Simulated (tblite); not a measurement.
Compound: C4H8FGaO.
Bonds: C1–C2 (double), C2–C3, C3–Ga4, Ga4–F5, Ga4–O6, O6–C7. Hydrogens: H8, H9 on C1; H10 on C2; H11, H12 on C3; H13, H14, H15 on C7.

Computed with GFN2-xTB (tblite), gas phase: L-BFGS steps from a force-field or distance-geometry start until the largest atomic force falls under 0.01 eV/Å.

Geometry at step 6:
```
atom  x, y, z in Å
C1     -2.7698    0.3666   -0.4175
C2     -2.0852   -0.7563   -0.3630
C3     -0.7554   -0.8893   -1.0168
Ga4     0.3309   -0.7173    0.6685
F5      0.0274   -0.9548    2.3504
O6      1.6211    0.4469    0.3526
C7      2.9951    0.2146    0.5316
H8     -3.7014    0.5099    0.1201
H9     -2.4322    1.1824   -1.0547
H10    -2.2888   -1.5792    0.3261
H11    -0.6033   -1.7634   -1.6826
H12    -0.4530    0.0161   -1.5393
H13     3.5243    0.7510   -0.2549
H14     3.2276   -0.8504    0.4276
H15     3.3584    0.5257    1.5301
```

Q: What forces act on the atoms?

A: 
```tsv
atom	Fx (eV/Å)	Fy (eV/Å)	Fz (eV/Å)
C1	-0.606	0.382	-0.063
C2	0.436	-0.366	0.133
C3	-0.134	-0.344	-0.443
Ga4	0.478	0.263	-0.307
F5	-0.211	-0.272	0.505
O6	0.011	-0.081	0.015
C7	0.660	-0.154	0.357
H8	0.240	-0.015	-0.139
H9	-0.201	-0.202	0.189
H10	-0.550	0.152	-0.303
H11	-0.140	0.315	0.600
H12	-0.072	0.039	-0.190
H13	0.140	0.206	0.039
H14	0.164	-0.009	-0.009
H15	-0.215	0.086	-0.386
```

The largest, 0.77 eV/Å, acts on C7; the rms over all components is 0.297 eV/Å. The forces sum to zero within rounding, as they must for an isolated molecule in no field.

Q: Give the force on C7 in Eh/bohr and in nN.

A: 0.766 eV/Å ÷ 51.422 = 0.01490 Eh/bohr, and 0.766 eV/Å × 1.602 = 1.23 nN.

Q: How far is this geometry from the end of the optimisation?

A: 0.642 eV above it, and 0.563 Å rms away after alignment. The bonds farthest from their final lengths, with half the difference of the two atoms' forces along the bond (positive lengthens):

```csv
bond,now (Å),final (Å),force along bond (eV/Å)
C3–Ga4,2.012,2.072,+0.25
Ga4–F5,1.725,1.781,+0.49
C3–H11,1.109,1.091,-0.57
C7–H15,1.107,1.094,-0.44
C2–C3,1.488,1.476,-0.13
C1–H9,1.089,1.079,-0.23
```

The angle farthest from its final value is Ga4–C3–H11, 119.7° against 104.2°.

Of the 6 listed bonds off by 0.010 Å or more, this force points towards the final length in 6.

The cost below is that of the whole relaxation. The run took 1.1 s on one thread of an Arm Neoverse N1, shared host.
